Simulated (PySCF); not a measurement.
Cost of one run: shielding job, `n1cnc(n1C=C)C`.

Method: GIAO PBE0/pcSseg-1 NMR shielding, non-relativistic, gas phase (PySCF 2.14.0, density-fitted response routines). Geometry: GFN2-xTB. Work: shieldings, ring-centre shieldings, charges and field gradients, density fitting. The input is one job of a driver script: a line of settings, then coordinates in Å.

Command:
```bash
OMP_NUM_THREADS=1 python probes_run.py task.json out
```

Input:
```
{"job": {"kind": "nmr", "xc": "PBE0", "basis": "pcSseg-1"}, "charge": 0, "multiplicity": 1}
C     -2.062993    -1.544593    -0.208744
C     -0.792980    -1.184305    -0.117513
N     -0.389817     0.140091    -0.015932
N     -1.262061     1.165599    -0.006591
C     -0.501593     2.222513     0.099317
N      0.819476     1.948747     0.159366
C      0.874209     0.639532     0.085842
C      2.105937    -0.181107     0.108977
H     -2.344450    -2.577949    -0.285913
H     -2.842946    -0.804501    -0.208149
H      0.026023    -1.888803    -0.113616
H     -0.892406     3.218008     0.134935
H      2.960702     0.482507     0.199925
H      2.097010    -0.867476     0.955520
H      2.201475    -0.760273    -0.809336
```

Hardware: one thread of an Arm Neoverse V2, shared host.

Question: How large is the basis?

Answer: 171 functions for 58 electrons, with 869 fitting functions; the fitted three-index integrals, 869 × 171 × 172/2 numbers of 8 bytes, come to 97 MiB.

Question: Estimate the wall time.

Answer: About 21 s. The SCF took 14 cycles.

The SCF part of the output:
```
coarse grid: 12960 points
cycle   1  E = -358.3954452014  dE =  1.571e+00  |g| = 5.605e-01  |ddm| = 3.633e+00
cycle   2  E = -358.2742008158  dE =  1.212e-01  |g| = 9.499e-01  |ddm| = 1.149e+00
cycle   3  E = -358.4654464796  dE = -1.912e-01  |g| = 1.249e-01  |ddm| = 7.316e-01
cycle   4  E = -358.4686265535  dE = -3.180e-03  |g| = 5.033e-02  |ddm| = 1.308e-01
cycle   5  E = -358.4691692469  dE = -5.427e-04  |g| = 1.845e-02  |ddm| = 4.716e-02
cycle   6  E = -358.4692387302  dE = -6.948e-05  |g| = 5.749e-03  |ddm| = 1.710e-02
cycle   7  E = -358.4692456900  dE = -6.960e-06  |g| = 1.717e-03  |ddm| = 5.918e-03
final grid: 126624 points
cycle   8  E = -358.5128778634  dE = -4.370e-05  |g| = 7.093e-03  |ddm| = 3.270e-02
cycle   9  E = -358.5128755404  dE =  2.323e-06  |g| = 7.988e-03  |ddm| = 1.330e-02
cycle  10  E = -358.5128899608  dE = -1.442e-05  |g| = 1.361e-03  |ddm| = 7.039e-03
cycle  11  E = -358.5128903584  dE = -3.976e-07  |g| = 3.104e-04  |ddm| = 1.229e-03
cycle  12  E = -358.5128903736  dE = -1.526e-08  |g| = 1.865e-04  |ddm| = 3.465e-04
cycle  13  E = -358.5128903811  dE = -7.417e-09  |g| = 2.582e-05  |ddm| = 1.379e-04
cycle  14  E = -358.5128903811  dE = -8.492e-11  |g| = 1.764e-05  |ddm| = 2.952e-05
converged SCF energy = -358.5128903811
```

On the final grid dE counts from the start density on that grid.

Times come from a shared host and carry two figures at best.
